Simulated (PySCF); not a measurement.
SiOF₂, SMILES O=[Si](F)F. Heavy atoms are numbered as in [Si:1](=[O:2])([F:3])[F:4].

Geometry optimised at B3LYP-D3(BJ)/def2-TZVP.

Level of theory: KT2/pcSseg-2 (PySCF).

GIAO shieldings, no solvent; atoms alike by connectivity are averaged. δ = σ(ref) − σ: ²⁹Si against TMS (σ = 351.7 ppm); ¹⁷O against H2O (σ = 324.0 ppm); ¹⁹F against CFCl3 (σ = 125.1 ppm), references at their B3LYP-D3(BJ)/def2-TZVP geometries, non-relativistic.

```csv
nucleus,atoms,count,δ (ppm)
²⁹Si,Si1,1,-59.2
¹⁷O,O2,1,135.4
¹⁹F,F3,2,-175.6
```
